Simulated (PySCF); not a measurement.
**A survey of 17O NMR shifts**

PySCF calculation with geometry: GFN2-xTB and shieldings: GIAO PBE0/pcSseg-1; a single conformation, isolated molecule, non-relativistic Hamiltonian, equivalent nuclei averaged.

Shieldings were converted by a linear fit to measured shifts: 17O: δ = 266.70 − 0.911σ (rms 10.7 ppm, 155 shifts, 12.2 ppm with the 3 outliers that the fit left out vs liquid water, solution or neat liquid). Occasional misses reach two or three times the rms, and more in compound classes unlike the fitted ones.

Problem. Give the 17O shifts of `O=C([SiH3])CSC[SiH3]`, `O=CO[Si@@H]1C[SiH2][SiH2][SiH2]1`, `C=CC[Si@@H](O)[SiH2]S`, `[SiH3]CO[SiH2]O[SiH3]`.

Solution. 
| compound | environment | δ (ppm) |
| --- | --- | --- |
| O=C([SiH3])CSC[SiH3] | carbonyl oxygen | 723.6 |
| [O:1]=[CH:2][O:3][Si@@H:4]1[CH2:5][SiH2:6][SiH2:7][SiH2:8]1 | O1: carbonyl oxygen | 369.5 |
| [O:1]=[CH:2][O:3][Si@@H:4]1[CH2:5][SiH2:6][SiH2:7][SiH2:8]1 | O3: oxygen bonded to C, Si | 167.9 |
| C=CC[Si@@H](O)[SiH2]S | oxygen bonded to Si, H | -32.8 |
| [SiH3:1][CH2:2][O:3][SiH2:4][O:5][SiH3:6] | O5: oxygen bonded to 2 Si | -8.5 |
| [SiH3:1][CH2:2][O:3][SiH2:4][O:5][SiH3:6] | O3: oxygen bonded to C, Si | -12.9 |

Problem. Match the shifts 746.8, -10.2, -48.3 ppm to `C=NCOC[Si@@H](C)[SiH3]`, `C=C[SiH2]O[SiH2][SiH2]F`, `CC(=O)[Si]([SiH3])([SiH3])C#N`.

Solution. 746.8: CC(=O)[Si]([SiH3])([SiH3])C#N (carbonyl oxygen); -10.2: C=NCOC[Si@@H](C)[SiH3] (ether oxygen); -48.3: C=C[SiH2]O[SiH2][SiH2]F (oxygen bonded to 2 Si).
